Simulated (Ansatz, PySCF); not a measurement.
Pair of molecules: CH4 (SMILES C) (first 5 atoms) with SO2 (SMILES O=S=O); geometry from B3LYP-D3(BJ)/def2-TZVP, rigid monomers moved along the line of their centres of mass till C1···S7 is 3.96 Å.
(charge 0, multiplicity 1):
```xyz
8

C     -0.0231     0.0042    -0.1771
H     -0.0391     0.1236    -1.2593
H      0.8642    -0.5611     0.1065
H      0.0030     0.9859     0.2938
H     -0.9209    -0.5278     0.1362
O     -1.1721     0.4144     3.8454
S      0.0307    -0.3697     3.7609
O      1.3015     0.3028     3.7997
```

Monomers are frozen at their geometry in the pair; levels with a basis set take the counterpoise correction. Rows marked so take none.

Rows in 3-21G, 6-311+G** carry no dispersion term and start afresh at each structure.

Run with Ansatz (an electronic-structure program); PySCF for 3-21G rows, 6-311+G** rows, the dispersion terms. Each number belongs to the level named beside it.

One of these levels gives -4.3 meV for the interaction energy. Which?
(A) HF/3-21G (no counterpoise)
(B) B3LYP/6-311+G** (no counterpoise)
(C) PBE-D3(BJ)/def2-TZVPPD

B, B3LYP/6-311+G** (no counterpoise). The others give -21.0 (HF/3-21G (no counterpoise)), -45.7 (PBE-D3(BJ)/def2-TZVPPD)
